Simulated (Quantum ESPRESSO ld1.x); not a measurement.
Values are calculated unless marked as measured or tabulated.
Q: Al, configuration [Ne] 3s2 3p1. Code: ld1.x of Quantum ESPRESSO 7.5. Model: scalar-relativistic Kohn-Sham, LDA (Slater exchange, Perdew-Zunger correlation), spin-polarised, spherical densities, point nucleus; open shells are filled with parallel spins first. Some entries of the table are withheld. Estimate them.

| orbital | occ. | eigenvalue (eV) | <1/r> (bohr^-1) |
|---|---|---|---|
| 1s up | 1 | -1504.251 | 12.59 |
| 1s down | 1 | -1504.198 | 12.59 |
| 2s up | 1 | -107.455 | 2.330 |
| 2s down | 1 | -107.390 | 2.330 |
| 2p up | 3 | -69.680 | (1) |
| 2p down | 3 | -69.596 | (2) |
| 3s up | 1 | -8.066 | 0.5344 |
| 3s down | 1 | -7.467 | 0.5348 |
| 3p up | 1 | -3.001 | 0.3951 |
| 3p down | 0 | -2.450 | 0.3865 |

A: 
(1) 2p up <1/r> (bohr^-1): 2.208
(2) 2p down <1/r> (bohr^-1): 2.208
